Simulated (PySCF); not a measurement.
Bonds: Si1-N2 2.032 Å, Si1-Cl6 2.134 Å, Si1-N7 2.033 Å, Si1-Cl11 2.134 Å, Si1-Cl12 2.200 Å, Si1-Cl13 2.197 Å. N2 carries H3, H4, H5; N7 carries H8, H9, H10.

Computational details: PBE0-D3(BJ)/def2-SVP structure, shieldings: GIAO PBE0/pcSseg-1, in PySCF 2.14.0 with density-fitted response routines (gas phase, rapidly exchanging positions averaged, one computed conformer, non-relativistic Hamiltonian).

Scale: TMS for $^{1}$H and $^{29}$Si; $^{15}$N vs NH3; $^{35}$Cl vs HCl (reference shieldings calculated alike).

| atoms | nucleus | count | δ (ppm) |
| --- | --- | --- | --- |
| Cl6/Cl11 | $^{35}$Cl | 2 | 294 |
| N2/N7 | $^{15}$N | 2 | ? |
| H3/H4/H5/H8/H9/H10 | $^{1}$H | 6 | 3.65 |
| Cl12/Cl13 | $^{35}$Cl | 2 | ? |
| Si1 | $^{29}$Si | 1 | -158.5 |

Complete the table.

Answers


- N2/N7: 103.3 ppm, nitrogen bonded to Si, 3 H
- Cl12/Cl13: 264 ppm, chlorine bonded to Si

OH and NH positions are those of a molecule without intermolecular hydrogen bonds; in solution they move with solvent, concentration and temperature, and exchange usually removes their couplings. Experimental scales use liquid or dissolved standards, which lie at an offset from isolated NH3 (liquid NH3: subtract about 20 ppm).
